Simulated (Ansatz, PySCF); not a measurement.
Molecule: sum formula SiBr$_{2}$Cl, net charge 0, doublet state. It need not be the lowest isomer of its formula. 
Structure (B3LYP-D3(BJ)/def2-TZVP (Ansatz, a first-principles code) minimum search):
SMILES: [Si](Br)(Cl)Br
```xyz
4

Cl    -0.3491    -0.6659     2.2179
Si    -0.4102    -0.5939     0.1593
Br     1.6635    -0.7752    -0.6519
Br    -1.3299     1.3362    -0.4891
```
Charge 0, spin multiplicity 2.

Quantity: vertical ionisation energy (to the singlet state of charge +1; each state is the SCF solution reached for its spin), in eV. Valence correlation only, unless marked. Open shells are spin-unrestricted. Spin-orbit coupling is left out. The frozen core is the preceding noble-gas configuration, with the filled d and f shells of earlier blocks. Non-relativistic. Basis-set limits of correlation are two-point, X^-3; Hartree-Fock from the larger set. [CCSD(T)-MP2]/basis is that difference in the basis named.

| level | program | vertical ionisation energy (eV) |
|---|---|---|
| HF/def2-SVPD | Ansatz | 9.07 |
| HF/def2-TZVPPD | Ansatz | 8.95 |
| B3LYP/def2-TZVPD | Ansatz | 8.91 |
| BHLYP/def2-TZVPD | Ansatz | 9.07 |
| MP2/def2-TZVPPD | Ansatz | 8.82 |
| CCSD(T)/def2-TZVPPD | Ansatz | 8.82 |
| RI-MP2/CBS(def2-TZVPPD,def2-QZVPPD)+[CCSD(T)-MP2]/def2-TZVPPD | Ansatz | 8.91 |

For comparison, minus the highest occupied orbital energy (PySCF): 8.25 eV at CAM-B3LYP/def2-TZVPD, 6.54 eV at TPSSh/def2-TZVPD, 8.00 eV at M06-2X/def2-TZVPD.
